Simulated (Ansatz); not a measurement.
Reaction (cleavage of the B–Si bond): `O[SiH2][BH][GeH3]` + CH₃NH₂ → `CN[BH][GeH3]` + silanol

Computed with Ansatz on PBE0-D4/def2-TZVP structures; ΔE is electronic, products minus reactants. CCSD(T)/CBS is the MP2 limit (def2-TZVPP, def2-QZVPP) plus CCSD(T) − MP2 in def2-TZVPP, frozen cores. Functionals use def2-TZVPP. B3LYP here is the variant with VWN-RPA as its local correlation; programs differ in this. For Ge outer-core shells are correlated without core-valence functions, which leaves a few kJ/mol of doubt a bond. Scalar relativity is left out up to krypton. Each species was taken in one conformer, which may not be the lowest.

```csv
level,ΔE (kJ/mol),difference from CCSD(T)/CBS
PBE-D4,-171.2,4.9
r2SCAN-D4,-174.6,1.5
PBE0-D4,-171.5,4.6
B3LYP-D4,-178.4,-2.3
ωB97X-V,-173.6,2.5
ωB97M-V,-180.1,-4.0
B2PLYP,-181.8,-5.7
PBE,-171.2,4.9
r2SCAN,-174.5,1.6
PBE0,-171.6,4.5
B3LYP,-178.5,-2.4
HF/def2-TZVPP,-171.4,4.7
MP2/def2-TZVPP,-186.8,-10.7
SCS-MP2/def2-TZVPP,-184.1,-8.0
CCSD/def2-TZVPP,-175.6,0.5
CCSD(T)/def2-TZVPP,-178.0,-1.9
HF/def2-QZVPP,-171.6,4.5
MP2/def2-QZVPP,-185.8,-9.7
SCS-MP2/def2-QZVPP,-183.0,-6.9
HF/CBS(def2),-171.6,4.5
MP2/CBS(def2),-184.9,-8.8
CCSD/CBS(def2),-173.7,2.4
CCSD(T)/CBS,-176.1,0
```

Largest T1 diagnostic among the species: 0.013.

In def2-TZVPP, CCSD(T) changes the Hartree–Fock value by −6.7 kJ/mol (the triples alone add −2.5 kJ/mol) and MP2 by −15.4 kJ/mol.
